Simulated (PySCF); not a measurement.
Simulation results for AlH4N2Si, BH6N2Si, BFH5NSi, BH4O2Si

Computed with PySCF 2.14.0. Calculation on a computer-drawn molecule: the log of a Hartree-Fock and frozen-core CCSD(T) single point meant for a local Hartree-Fock minimum, with one planted fault or none, to be diagnosed. Offsets are logged minus clean, where the clean run is the same molecule without the fault. The reference is restricted for singlets and unrestricted otherwise, and also for a bond in bohr or an excited solution. Adding or removing an electron swaps singlet and doublet. The excited solution moves the top pair (singlet) or top alpha electron (doublet) to the lowest empty orbital. Highest occupied and lowest empty are orbital energies over both spins, largest force is the largest gradient component, triples share is (T) over the correlation energy, the T1 limit is 0.02 restricted and 0.045 unrestricted, electrons count all cores, a negative frequency is imaginary (commonest isotopes), and the dipole is about the centre of nuclear charge.

Common to all runs: meant charge 0; meant basis cc-pV(D+d)Z; logged SCF converged yes; logged CC converged yes; logged SCF stable within its kind yes; possible faults no fault, one electron removed, one electron added, multiplicity raised by two, geometry at a saddle point, SCF held on an excited solution, minimal basis STO-3G, one bond length entered in bohr, all coordinates scaled.

(1) 
```xyz
8
formula=AlH4N2Si meant_multiplicity=2 logged_electrons=45 logged_basis_functions=94 logged_spin_squared=1.8981 logged_highest_occupied=-7.7058 logged_lowest_empty=0.27681 logged_largest_force=0.028078 logged_T1_diagnostic=0.062523 logged_D1_diagnostic=0.35157 logged_triples_share=0.039454 logged_dipole_magnitude=1.1 logged_energy_HF=-641.94474 logged_energy_CCSD(T)=-642.4455 planted_fault=one_bond_length_entered_in_bohr,row_5_of_the_drawn_bonds HF_energy_offset_from_clean_run=101.2 CCSD(T)_energy_offset_from_clean_run=114
N      0.0209     0.3563     1.2512
Si    -0.1661     0.5438    -0.4022
N     -0.4578    -0.5719    -1.4522
Al    -0.8865    -1.7306    -2.6846
H     -0.0409    -0.5298     1.7138
H      0.3919     1.7914     2.4261
H      0.0013     1.9778    -0.6811
H      0.2639    -2.5284    -3.4672
```

Units: logged_highest_occupied, logged_lowest_empty in eV; logged_largest_force in hartree/bohr; logged_dipole_magnitude in debye; logged_energy_HF, logged_energy_CCSD(T) in hartree; HF_energy_offset_from_clean_run, CCSD(T)_energy_offset_from_clean_run in kcal/mol.

Drawn bonds:
```tsv
atom	other atom	order
1	2	1
2	3	1
3	4	2
1	5	1
1	6	1
2	7	1
4	8	1
```

Notes: T1 above single-reference limit.

(2) 
```xyz
10
formula=BH6N2Si meant_multiplicity=2 logged_electrons=40 logged_basis_functions=95 logged_spin_squared=0 logged_highest_occupied=0.45827 logged_lowest_empty=8.9503 logged_largest_force=0.066038 logged_T1_diagnostic=0.017394 logged_D1_diagnostic=0.072955 logged_triples_share=0.028883 logged_dipole_magnitude=5.4279 logged_energy_HF=-425.99061 logged_energy_CCSD(T)=-426.5968 planted_fault=one_electron_added HF_energy_offset_from_clean_run=32.92 CCSD(T)_energy_offset_from_clean_run=13.44
N      0.3957     2.3180     1.5358
B      1.0037     2.1283     0.2995
Si     0.3456     0.6544    -0.9320
N     -1.0312    -0.1833    -0.2613
H     -0.4198     1.8145     1.8195
H      0.6942     3.0073     2.1949
H      1.9470     2.8191     0.0125
H     -0.0705     1.1347    -2.2781
H     -1.6920    -0.5941    -0.8956
H     -0.8721    -0.8168     0.5014
```

Units: logged_highest_occupied, logged_lowest_empty in eV; logged_largest_force in hartree/bohr; logged_dipole_magnitude in debye; logged_energy_HF, logged_energy_CCSD(T) in hartree; HF_energy_offset_from_clean_run, CCSD(T)_energy_offset_from_clean_run in kcal/mol.

Drawn bonds:
```tsv
atom	other atom	order
1	2	1
2	3	1
3	4	1
1	5	1
1	6	1
2	7	1
3	8	1
4	9	1
4	10	1
```

Notes: highest electron not bound in this basis.

(3) 
```xyz
9
formula=BFH5NSi meant_multiplicity=1 logged_electrons=40 logged_basis_functions=29 logged_spin_squared=0 logged_highest_occupied=-8.5103 logged_lowest_empty=8.273 logged_largest_force=0.040127 logged_T1_diagnostic=0.016798 logged_D1_diagnostic=0.075733 logged_triples_share=0.023237 logged_dipole_magnitude=2.913 logged_energy_HF=-464.71218 logged_energy_CCSD(T)=-464.9005 planted_fault=minimal_basis_STO-3G HF_energy_offset_from_clean_run=3643 CCSD(T)_energy_offset_from_clean_run=3900
N     -0.8494    -1.4860    -1.7845
B      0.4188    -1.4427    -1.2244
Si     1.2609    -3.0995    -0.3941
F      1.8243    -2.7466     1.0915
H     -1.4292    -2.3000    -1.7931
H     -1.2810    -0.6905    -2.2098
H      1.0148    -0.3988    -1.2627
H      2.4159    -3.5993    -1.1742
H      0.2999    -4.2168    -0.2257
```

Units: logged_highest_occupied, logged_lowest_empty in eV; logged_largest_force in hartree/bohr; logged_dipole_magnitude in debye; logged_energy_HF, logged_energy_CCSD(T) in hartree; HF_energy_offset_from_clean_run, CCSD(T)_energy_offset_from_clean_run in kcal/mol.

Drawn bonds:
```tsv
atom	other atom	order
1	2	1
2	3	1
3	4	1
1	5	1
1	6	1
2	7	1
3	8	1
3	9	1
```

(4) 
```xyz
8
formula=BH4O2Si meant_multiplicity=2 logged_electrons=39 logged_basis_functions=85 logged_spin_squared=0.7531 logged_highest_occupied=-9.4035 logged_lowest_empty=1.3052 logged_largest_force=0.018553 logged_T1_diagnostic=0.016076 logged_D1_diagnostic=0.053573 logged_triples_share=0.024251 logged_dipole_magnitude=2.1948 logged_energy_HF=-465.78025 logged_energy_CCSD(T)=-466.36336 planted_fault=all_coordinates_scaled,by_+1.8_% HF_energy_offset_from_clean_run=1.633 CCSD(T)_energy_offset_from_clean_run=-0.5255
O      1.1202     1.6617     0.4452
B      0.2814     1.2120    -0.5499
O      0.3303    -0.0776    -1.0621
Si     1.2225    -1.4998    -1.0639
H      1.7454     1.0100     0.7791
H     -0.5398     1.9935    -0.9903
H      2.2658    -1.4614     0.0340
H      0.2861    -2.6582    -0.8463
```

Units: logged_highest_occupied, logged_lowest_empty in eV; logged_largest_force in hartree/bohr; logged_dipole_magnitude in debye; logged_energy_HF, logged_energy_CCSD(T) in hartree; HF_energy_offset_from_clean_run, CCSD(T)_energy_offset_from_clean_run in kcal/mol.

Drawn bonds:
```tsv
atom	other atom	order
1	2	1
2	3	1
3	4	1
1	5	1
2	6	1
4	7	1
4	8	1
```
